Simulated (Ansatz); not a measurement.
Isolated molecules relaxed with PBE0-D4/def2-TZVP in Ansatz; ΔE leaves out vibrations. CCSD(T)/CBS adds triple-zeta CCSD(T) − MP2 to the extrapolated MP2 energy (def2 sets, frozen cores). This one scheme is used for every species. Functionals use def2-TZVPP. B3LYP here is the variant with VWN-RPA as its local correlation; programs differ in this. For Ge outer-core shells are correlated without core-valence functions, which leaves a few kJ/mol of doubt a bond. Scalar relativity is left out up to krypton. One conformer a species, not always the lowest.

`Cl[SiH2][GeH2][Cl]` + HCl → `[Cl][GeH2][Cl]` + `[SiH3]Cl`  (cleavage of the Ge–Si bond)

```csv
level,ΔE (kJ/mol)
B3LYP,-62.0
MP2/def2-TZVPP,-63.4
SCS-MP2/def2-QZVPP,-66.0
HF/CBS(def2),-82.4
```

Problem. What does CCSD(T)/CBS give? (Best estimate.)

Solution. Ansatz gave: -55.7 kJ/mol. The listed levels differ from it by -6.3, -7.7, -10.3, -26.7 kJ/mol.

Largest T1 diagnostic among the species: 0.010.

From PBE to PBE0 (25 % exact exchange), in def2-TZVPP and without D4, ΔE moves by −4.5 kJ/mol. The D4 term adds +5.4 kJ/mol with B3LYP and +3.2 kJ/mol with PBE0; it sums over pairs of atoms, weighted by their polarisabilities, and B3LYP, whose exchange is more repulsive, gets the larger term. In def2-TZVPP, CCSD(T) changes the Hartree–Fock value by +23.7 kJ/mol (the triples alone add +1.6 kJ/mol) and MP2 by +18.4 kJ/mol.

CCSD(T)/CBS has its own doubt, a few kJ/mol and more with outer-core shells, so smaller differences from it don't rank the levels.
